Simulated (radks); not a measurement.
Spherical quantum dot in the effective-mass picture: electrons in a hard-walled sphere of radius 9.76, all in effective atomic units (hartree* = m*/eps^2 hartree, bohr* = eps/m* bohr), one dielectric constant everywhere. Method: non-relativistic Kohn-Sham, LDA (Slater exchange, Perdew-Wang correlation), spin-polarised, spherical densities; computed with a radial shooting solver with Libxc functionals. Levels are named by radial order and angular momentum (1s, 1p, 1d, 2s, ...), and open shells are averaged over m.

N = 9, configuration 1s2 1p6 1d(up 1, down 0). This is the lowest configuration that the search found. Occupied and some empty levels:

level    occupation  eigenvalue (hartree*)  <r> (bohr*)
1s up             1                 1.1317        6.743
1s down           1                 1.1375        6.728
1p up             3                 1.1571        6.914
1p down           3                 1.1631        6.906
1d up             1                 1.2030        7.090
1d down           0                 1.2091        7.086
1f up             0                 1.2669        7.250
1f down           0                 1.2731        7.249
2s up             0                 1.3510        4.490
2s down           0                 1.3534        4.479
2p up             0                 1.4323        5.198
2p down           0                 1.4355        5.189

Energy (hartree*): total 5.40098, kinetic 1.2526, external 0, Hartree 5.4094, exchange-correlation -1.2610.
